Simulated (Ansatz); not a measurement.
Energy difference 4 R1 + R2 → 4 P1 + P2, each structure at its B3LYP-D3(BJ)/def2-TZVP stationary point, reached from a drawn start (curvature not checked).
P1, H2 (SMILES [H][H]) (charge 0, multiplicity 1):
```xyz
2

H      0.000     0.000     0.372
H      0.000     0.000    -0.372
```
R1: HCl (SMILES Cl), charge 0, multiplicity 1.
R2, SiH4 (SMILES [SiH4]) (charge 0, multiplicity 1):
```xyz
5

Si     0.0000     0.0000     0.0000
H      0.8547     0.8547     0.8547
H     -0.8547    -0.8547     0.8547
H     -0.8547     0.8547    -0.8547
H      0.8547    -0.8547    -0.8547
```
P2: SiCl4 (SMILES Cl[Si](Cl)(Cl)Cl), charge 0, multiplicity 1.

P less R. No zero-point or thermal terms.

Run with Ansatz (Gaussian basis) for Hartree–Fock, density functionals and correlated methods. No computed number here is a measurement.

Task: One of these levels gives -62.21 kcal/mol for the reaction energy. Which?
(A) HF/cc-pV(T+d)Z
(B) PBE/def2-TZVPP
(C) B3LYP/def2-TZVPP

Result: C, B3LYP/def2-TZVPP. The others give -55.06 (HF/cc-pV(T+d)Z), -67.35 (PBE/def2-TZVPP)

Ansatz is a quantum-chemistry and plane-wave program.
